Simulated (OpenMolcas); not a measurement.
## Computed levels of Eu²⁺

```
Program             : OpenMolcas 26.06
Method              : CASSCF
Basis               : ANO-RCC-VQZP [9s8p6d4f3g2h]
Scalar Hamiltonian  : DKH2, point nucleus
Active space        : 7 electrons in 7 orbitals (4f)
State averaging     : 2S+1 = 8 odd, 1 root; 2S+1 = 6 odd, 48 roots; 2S+1 = 4 odd, 96 roots kept (CI in the orbitals of an earlier block); 2S+1 = 2 odd, 25 roots kept (CI in the orbitals of an earlier block, 0 in the spin-orbit step)
Spin-orbit coupling : state interaction with AMFI integrals over the reference wave functions, term energies averaged over their components
```

With spin-orbit coupling, above the lowest level:

| Configuration | Term | J | E (eV) | Measured (eV) | Term weight % |
| --- | --- | --- | --- | --- | --- |
| 4f⁷ | ⁸S° | 7/2 | 0.0000 | 0.0000 | 98 |
| 4f⁷ | ⁶P° | 7/2 | 4.4678 | 3.4964 | 85 |
| 4f⁷ | ⁶P° | 5/2 | 4.5103 |  | 90 |
| 4f⁷ | ⁶P° | 3/2 | 4.6004 |  | 95 |
| 4f⁷ | ⁶I° | 7/2 | 4.8480 |  | 96 |
| 4f⁷ | ⁶I° | 9/2 | 4.8820 |  | 97 |
| 4f⁷ | ⁶I° | 17/2 | 4.8954 | 3.9766 | 98 |
| 4f⁷ | ⁶I° | 11/2 | 4.9127 | 3.9898 | 98 |
| 4f⁷ | ⁶I° | 15/2 | 4.9290 | 4.0057 | 99 |
| 4f⁷ | ⁶I° | 13/2 | 4.9317 |  | 99 |
| 4f⁷ | ⁶D° | 9/2 | 5.4690 |  | 96 |
| 4f⁷ | ⁶D° | 1/2 | 5.5675 |  | 100 |
| 4f⁷ | ⁶D° | 7/2 | 5.5986 |  | 88 |
| 4f⁷ | ⁶D° | 3/2 | 5.6036 |  | 94 |
| 4f⁷ | ⁶D° | 5/2 | 5.6259 |  | 89 |

Against the 4 measured excited levels shown (Martin, Zalubas and Hagan, Atomic Energy Levels: The Rare-Earth Elements, NSRDS-NBS 60 (1978)) the mean absolute deviation is 7500 cm-1; the largest miss in energy is 4f⁷ ⁶P°_7/2: computed 4.4678, measured 3.4964 eV (+27.8 %).

Spin-orbit coupling puts the lowest level 0.0798 eV below the lowest spin-free term.

Only 96 quartet roots enter the spin-orbit mixing, so the splitting and order within the octet and the sextets are unsound, and g values and χT are rough. Without dynamic correlation excited terms often stand tens of per cent too high (terms of higher spin than the ground term too low), and those without a measured partner can miss by more than the paired ones. Measured partners are found by configuration, term and J. A level has none where our copy of the source lacks it or the pairing is in doubt (some pairs that miss far off the trend of their configuration count as doubtful), and it then counts in no deviation. Levels of configurations outside the active space are missing. The first state left out of the spin-orbit step lies near 70000 cm-1 above the lowest spin-free state of the reference (among the parities and spins computed), and the list stops at four fifths of that energy or lower.

The RASSCF and RASSI steps took 2.5 min on 1 thread of Intel(R) Xeon(R) Platinum 8488C (Sapphire Rapids) (shared host); the integral step is not counted.

The term weight is that of the spin-free term in the level, not the purity of its configuration. ° marks odd parity.
